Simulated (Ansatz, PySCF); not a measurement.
Pair of molecules: CH3F (SMILES CF) (first 5 atoms) with C2H3N (SMILES CC#N); geometry from B3LYP-D3(BJ)/def2-TZVP, rigid monomers moved along the line of their centres of mass till F2···H9 is 4.26 Å.
(charge 0, multiplicity 1):
```xyz
11

C      0.373     0.592    -0.178
F      1.163    -0.292     0.566
H     -0.178     1.226     0.515
H      1.031     1.190    -0.809
H     -0.311     0.006    -0.791
C      0.734    -0.049     5.703
C     -0.177     1.011     5.306
N     -0.896     1.847     4.979
H      1.082    -0.573     4.813
H      1.592     0.372     6.228
H      0.227    -0.753     6.363
```

Monomers are frozen at their geometry in the pair; levels with a basis set take the counterpoise correction.

Correlated levels freeze the cores.

Run with Ansatz (Gaussian orbitals); PySCF for the dispersion terms. 

PBE/def2-TZVPPD gives -0.79 kcal/mol for the interaction energy.

Question: How do the other levels lie against it? Give each less PBE: PBE-D3(BJ)/def2-TZVPPD, r2SCAN/def2-TZVPPD, PBE0/def2-TZVPPD, wB97M-V/def2-TZVPPD, MP2/aug-cc-pVDZ, CCSD(T)/aug-cc-pVDZ.

Answer: PBE-D3(BJ)/def2-TZVPPD -0.13; r2SCAN/def2-TZVPPD -0.01; PBE0/def2-TZVPPD -0.03; wB97M-V/def2-TZVPPD -0.16; MP2/aug-cc-pVDZ -0.12; CCSD(T)/aug-cc-pVDZ -0.11 kcal/mol. 0 of 6 lie above PBE; the widest gap is to wB97M-V/def2-TZVPPD.

Ansatz is an electronic-structure program.
